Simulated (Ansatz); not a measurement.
**InPH4O (SMILES O[PH][InH2]): the energy to break a bond**

The species is InPH4O (7 atoms), meant as a singlet with charge 0. As SMILES, `O[PH][InH2]`. The shape was relaxed beforehand at PBE0/def2-SVP. This is one conformer, not always the lowest.

```xyz
7

O    -1.8517    0.1149    0.1093
P    -0.6355   -0.3855   -0.9488
In    1.3998    0.3619    0.3412
H    -2.6151    0.3712   -0.4196
H    -0.4812   -1.7521   -0.5301
H     1.2493    1.6451    1.4943
H     2.9344   -0.3554   -0.0463
```

Wanted: the dissociation energy of the In3–P2 bond into doublet InH2 and doublet H2PO (shapes relaxed at PBE0/def2-SVP, no zero-point term). 1 Eh = 2625.50 kJ/mol = 27.2114 eV. Totals in Eh; open shells run unrestricted unless said.

| level | program | InPH4O | doublet InH2 | doublet H2PO |
| --- | --- | --- | --- | --- |
| PBE/def2-TZVP (core potential) | Ansatz | -608.905350 | -191.268649 | -417.557321 |
| B3LYP/def2-TZVP (core potential) | Ansatz | -609.237788 | -191.347044 | -417.817598 |
| MP2/def2-TZVP (core potential), 10 core orbitals frozen | Ansatz | -607.840545 | -190.594128 | -417.160730 |

Work out the dissociation energy at each level.


1. PBE/def2-TZVP (core potential): (-191.268649) + (-417.557321) − (-608.905350) = 0.079380 Eh = 208.4 kJ/mol = 2.16 eV.
2. B3LYP/def2-TZVP (core potential): (-191.347044) + (-417.817598) − (-609.237788) = 0.073146 Eh = 192.0 kJ/mol = 1.99 eV.
3. MP2/def2-TZVP (core potential): (-190.594128) + (-417.160730) − (-607.840545) = 0.085687 Eh = 225.0 kJ/mol = 2.33 eV.

The levels span 192 to 225 kJ/mol; no measured value is set beside them. A bond enthalpy at 298 K also holds the loss of zero-point energy and thermal terms.
